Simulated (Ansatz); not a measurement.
Gas-phase electronic energies from Ansatz, PBE0-D4/def2-TZVP geometries. CCSD(T)/CBS adds triple-zeta CCSD(T) − MP2 to the extrapolated MP2 energy (def2 sets, frozen cores). This one scheme is used for every species. DFT in def2-TZVPP. One conformer a species, not always the lowest.

`F[SiH]([SiH3])P` + NH₃ → `N[SiH](F)P` + SiH₄  (cleavage of the Si–Si bond)

`F[SiH]([SiH3])P`:

Cartesian coordinates in Å:
```
F 1.345 -1.339 1.405
Si 0.570 -0.034 0.871
Si 0.555 -0.065 -1.469
P -1.485 -0.021 1.789
H 1.283 1.160 1.401
H -0.127 1.172 -1.938
H 1.927 -0.110 -2.041
H -0.213 -1.247 -1.943
H -2.090 -0.755 0.733
H -1.766 1.239 1.190
```

NH₃:

```xyz
4

N     0.122   -0.222    0.123
H    -0.324   -0.475   -0.750
H    -0.591    0.191    0.712
H     0.794    0.506   -0.085
```

`N[SiH](F)P`:

```xyz
9

N    -0.880   -1.188    0.553
Si   -0.444    0.272   -0.191
F    -1.053    0.479   -1.664
P     1.777    0.236   -0.480
H    -0.488   -2.071    0.271
H    -1.758   -1.300    1.032
H    -1.008    1.369    0.629
H     1.821    1.554   -1.005
H     2.033    0.650    0.854
```

SiH₄:

Z-matrix (Å, degrees):
```
Si
H 1 1.485
H 1 1.485 2 109.5
H 1 1.485 2 109.5 3 -120.0
H 1 1.485 2 109.5 3 120.0
```

```
          species  LC-ωPBE energy (Eh)
`F[SiH]([SiH3])P`          -1023.58364
              NH₃            -56.55397
     `N[SiH](F)P`           -788.36719
             SiH₄           -291.79973
```

Task: Work out ΔE.

Result: ΔE = (-788.36719) + (-291.79973) − (-1023.58364) − (-56.55397) = -0.02931 Eh = -77.0 kJ/mol. CCSD(T)/CBS gives -76.6 kJ/mol.

Largest T1 diagnostic among the species: 0.014.

From PBE to PBE0 (25 % exact exchange), in def2-TZVPP and without D4, ΔE moves by −6.7 kJ/mol. At CCSD(T), def2-SVP lies −3.7 kJ/mol from the extrapolated value and def2-TZVPP −1.8 kJ/mol.
